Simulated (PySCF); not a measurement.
## Shifts of the heteroatoms

Structure with atom numbers: `[CH3:1][O:2][C@@H:3]1[C@H:4]([SiH3:5])[C@@H:6]1[O:7][CH3:8]`. Hydrogens are named by the atom that carries them.

Level of theory: geometry from GFN2-xTB, σ from GIAO-PBE0/pcSseg-1, in PySCF (a single conformation, no solvent, no relativistic terms, rapidly exchanging positions averaged).

Q: Where does 29Si resonate?

A: 
```
atoms               environment  σ (ppm)  δ (ppm)
  Si5  silicon bonded to C, 3 H    437.8    -79.9
```

Shieldings were converted by a linear fit to measured shifts: 29Si: δ = 279.94 − 0.822σ (rms 8.9 ppm, 72 shifts, 25.8 ppm with the 6 outliers that the fit left out vs TMS, solution or neat liquid). A few per cent of atoms miss by over 2 rms, more outside the fitted compound classes.

On a 400 MHz spectrometer 29Si resonates near 79.5 MHz, so 1 ppm is 79.5 Hz.

Q: Where does 17O resonate?

A: 
| atoms | environment | σ (ppm) | δ (ppm) |
| --- | --- | --- | --- |
| O2/O7 | ether oxygen | 306.6 | -12.6 |

Shieldings were converted by a linear fit to measured shifts: 17O: δ = 266.70 − 0.911σ (rms 10.7 ppm, 155 shifts, 12.2 ppm with the 3 outliers that the fit left out vs liquid water, solution or neat liquid). Occasional misses reach two or three times the rms, and more in compound classes unlike the fitted ones.

On a 500 MHz spectrometer 17O resonates near 67.8 MHz, so 1 ppm is 67.8 Hz.
